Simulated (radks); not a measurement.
Values are calculated unless marked as measured or tabulated.
Q: Ir II, configuration [Xe] 4f14 5d7 6s1 (the NIST ground configuration). Level of theory: Dirac Kohn-Sham, PBE, spin-unpolarised, spherical densities, finite nucleus; open shells fill j = l - 1/2 first; Fermi nuclear charge, rms radius 5.4032 fm (a radial shooting solver on a logarithmic mesh with Libxc functionals).

Spin-orbit splittings of the eigenvalues, e(l+1/2) - e(l-1/2), with zeta = 2 splitting/(2l+1) and mean radii in bohr:

shell  occ.  splitting (eV)  zeta (eV)  <r> j=l-1/2  <r> j=l+1/2
2p        6            1627       1085      0.06017      0.06848
3p        6           356.3      237.6       0.1801       0.1954
3d       10               ?          ?       0.1705       0.1752
4p        6           84.27      56.18       0.4267       0.4604
4d       10           15.64      6.258       0.4719       0.4832
4f       14           3.119     0.8911       0.5315       0.5392
5p        6           13.54      9.029        1.066        1.165
5d        7           1.258     0.5031        1.638        1.704

Estimate the 3d splitting.

A: 77.01 eV (zeta = 30.80 eV).
